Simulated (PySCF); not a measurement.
Stepwise substitution at one centre (B CH3-SH). Isolated molecules, 0 K electronic values unless said otherwise. One relaxed conformer stands for each flexible species; it need not be the lowest. Strings in code marks are SMILES.

All values below come from PySCF with PBE-D3(BJ)/def2-TZVP // B3LYP-D3(BJ)/def2-TZVP. All candidates: neutral, multiplicity 1. Excitations are Tamm–Dancoff values on a coarser integration grid. The basis has no diffuse functions, so Rydberg states are missing or too high.

```json
{
 "HOMO": "-6.65 eV",
 "HOMO–LUMO gap": "5.32 eV",
 "T1 excitation (TDA)": "4.80 eV"
}
```

Task: Which member has these values?
(A) `CB(C)C`
(B) `CB(S)S` (S–B–S–H torsion -180°, S–B–S–H torsion 180°)
(C) `SB(S)S`
(D) `CB(C)S` (C–B–S–H torsion 2°)

Result: D, `CB(C)S` (C–B–S–H torsion 2°). The others give `CB(S)S` (S–B–S–H torsion -180°, S–B–S–H torsion 180°): -6.19 eV, 4.71 eV, 4.39 eV; `SB(S)S`: -6.36 eV, 4.75 eV, 4.45 eV; `CB(C)C`: -7.10 eV, 5.95 eV, 5.57 eV
